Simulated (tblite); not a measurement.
C6H7O (doublet state).
Numbering: `[CH3:1][CH:2][c:3]1[cH:4][cH:5][cH:6][o:7]1` (hydrogens: H8, H9, H10 on C1; H11 on C2; H12 on C4; H13 on C5; H14 on C6)

Structure optimised with GFN2-xTB, isolated species. This method treats the open shell by occupation alone, without spin polarisation.

(1) List the bond lengths, angles and torsions at this level.

## Answers

(1) 
```json
{"bond": "C1–C2", "length (Å)": "1.484", "order": "single"}
{"bond": "C2–C3", "length (Å)": "1.372", "order": "single"}
{"bond": "C3–C4", "length (Å)": "1.411", "order": "aromatic"}
{"bond": "C4–C5", "length (Å)": "1.396", "order": "aromatic"}
{"bond": "C5–C6", "length (Å)": "1.370", "order": "aromatic"}
{"bond": "C6–O7", "length (Å)": "1.347", "order": "aromatic"}
{"bond": "C3–O7", "length (Å)": "1.371", "order": "aromatic"}
{"bond": "C1–H8, C1–H9, C1–H10", "length (Å)": "1.090", "order": "single"}
{"bond": "C2–H11", "length (Å)": "1.078", "order": "single"}
{"bond": "C4–H12", "length (Å)": "1.070", "order": "single"}
{"bond": "C5–H13", "length (Å)": "1.072", "order": "single"}
{"bond": "C6–H14", "length (Å)": "1.072", "order": "single"}
```

Bonds in one row agree within 0.01 Å and their mean is given. Orders are formal, as drawn. A selection of angles:
```json
{"angle": "C2–C1–H8", "degrees": "110.5"}
{"angle": "H8–C1–H9", "degrees": "107.1"}
{"angle": "H8–C1–H10", "degrees": "109.0"}
{"angle": "C1–C2–C3", "degrees": "124.0"}
{"angle": "C1–C2–H11", "degrees": "118.3"}
{"angle": "C3–C2–H11", "degrees": "117.7"}
{"angle": "C2–C3–C4", "degrees": "130.2"}
{"angle": "C2–C3–O7", "degrees": "121.4"}
{"angle": "C4–C3–O7", "degrees": "108.4"}
{"angle": "C3–C4–C5", "degrees": "106.6"}
{"angle": "C3–C4–H12", "degrees": "125.6"}
{"angle": "C5–C4–H12", "degrees": "127.8"}
{"angle": "C4–C5–C6", "degrees": "106.5"}
{"angle": "C4–C5–H13", "degrees": "127.2"}
{"angle": "C6–C5–H13", "degrees": "126.2"}
{"angle": "C5–C6–O7", "degrees": "111.2"}
{"angle": "C5–C6–H14", "degrees": "131.7"}
{"angle": "O7–C6–H14", "degrees": "117.0"}
{"angle": "C3–O7–C6", "degrees": "107.3"}
```

Torsions: C1–C2–C3–C4 180° (antiperiplanar).

Of the pairs four or more bonds apart, O7···H10 is among the closest relative to their van der Waals radii: 2.47 Å, 91 % of the sum of Bondi's values. C2 (carbon bonded to 2 C and H) is planar (angles 124.0°, 118.3° and 117.7°, sum 360.0°, 0.00 Å off the plane of its three neighbours). C5 (carbon bonded to 2 C and H) is planar (angles 127.2°, 126.2° and 106.5°, sum 360.0°, 0.00 Å off the plane of its three neighbours). C3 (carbon bonded to 2 C and O) is planar (angles 130.2°, 121.4° and 108.4°, sum 360.0°, 0.00 Å off the plane of its three neighbours). The 5 C–C bonds span 1.370 Å (C5–C6, aromatic) to 1.484 Å (C1–C2, drawn single), a spread of 0.114 Å. The 7 heavy atoms lie in one plane (0.000 Å rms). The 2 C–O bonds span 1.347 Å (C6–O7, aromatic) to 1.371 Å (C3–O7, aromatic), a spread of 0.024 Å.

Point group: Cs (tolerance 0.08 Å). Its GFN2-xTB frequencies are all real (lowest 101 cm⁻¹). 2 starts were optimised and ended at 0.00 and 0.27 kcal/mol (GFN2-xTB); the lowest of these is shown.

One conformer stands for the species.

The numbers are calculated, not measured.
